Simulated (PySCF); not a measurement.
# Bond curve of As₂⁺

Set-up: As def2-TZVPPD; no relativity (PySCF 2.14). Energies in eV from As⁺ + As in their ground configurations at the same level. State: ²Πu (doublet), unpaired electrons π ↑.

All columns are PBE0.

```csv
R (Å),E (eV),HOMO (eV),LUMO (eV),Mayer bond order,⟨S²⟩
1.882,-2.506,-14.49,-12.69,2.17,0.75
1.969,-3.411,-14.49,-12.36,2.23,0.75
2.057,-3.909,-14.23,-12.07,2.28,0.75
2.122,-4.085,-14.00,-11.87,2.31,0.75
2.188,-4.134,-13.78,-11.68,2.34,0.75
2.254,-4.085,-13.59,-11.51,2.36,0.75
2.341,-3.909,-13.34,-11.31,2.39,0.75
2.451,-3.566,-13.08,-11.08,2.42,0.75
2.582,-3.053,-12.80,-10.84,2.44,0.75
2.757,-2.298,-12.49,-10.68,2.46,0.75
```

Spin–orbit coupling is left out. The state was picked by a PBE0 search and need not be the measured ground state.
